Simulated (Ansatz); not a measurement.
`FC[CH2][GeH3]` + HBr → `[GeH3][CH2]Br` + `CF` at 500 K and 1 bar (substitution at a C–C bond).

Computed with Ansatz on PBE0-D4/def2-TZVP structures; ΔE is electronic, products minus reactants. CBS: MP2 limit from def2 TZ/QZ plus the TZ coupled-cluster correction, frozen cores. This one scheme is used for every species. For Br, Ge outer-core shells are correlated without core-valence functions, which leaves a few kJ/mol of doubt a bond. Scalar relativity is left out up to krypton. One conformer a species, not always the lowest.

```tsv
species	CCSD(T)/CBS energy (Eh)	H − E (kJ/mol)	S (J/(mol·K))
`FC[CH2][GeH3]`	-2256.20663	256.6	392.0
HBr	-2573.91920	30.5	213.7
`[GeH3][CH2]Br`	-4690.47995	169.3	371.4
`CF`	-139.63461	122.2	244.8
```

H − E and S are ideal-gas, rigid-rotor, harmonic terms from PBE0-D4/def2-TZVP, for one conformer and one mirror image of each species. 1 Eh = 2625.50 kJ/mol, R = 8.31446 J/(mol·K).

Problem. By hand: ΔE, ΔH, ΔS and ΔG.

Solution. ΔE = (-4690.47995) + (-139.63461) − (-2256.20663) − (-2573.91920) = 0.01127 Eh = 29.6 kJ/mol. Δ(H − E) = 169.3 + 122.2 − 256.6 − 30.5 = 4.4, so ΔH = 34.0 kJ/mol. ΔS = 371.4 + 244.8 − 392.0 − 213.7 = 10.5 J/(mol·K). ΔG = 34.0 − 500 × (10.5)/1000 = 28.8 kJ/mol.

Problem. By hand: the equilibrium constant, and the temperature at which ΔG would vanish if ΔH and ΔS stayed fixed.

Solution. log₁₀ K = −ΔG/(RT ln 10) = -3.0. ΔG = 0 at ΔH/ΔS = 3238 K, far beyond where these terms or the molecules hold.

The number of gas molecules stays the same, so ΔS is small and ΔH decides. A doubt of 5 kJ/mol in ΔE shifts log₁₀ K by 0.5 here. Other conformers and mirror images would add mixing entropy, several J/(mol·K) or more a flexible species. These are equilibria of isolated gas molecules and say nothing of rates. Largest T1 diagnostic: 0.011 (customary marks: 0.02 for closed shells, 0.045 for open ones).
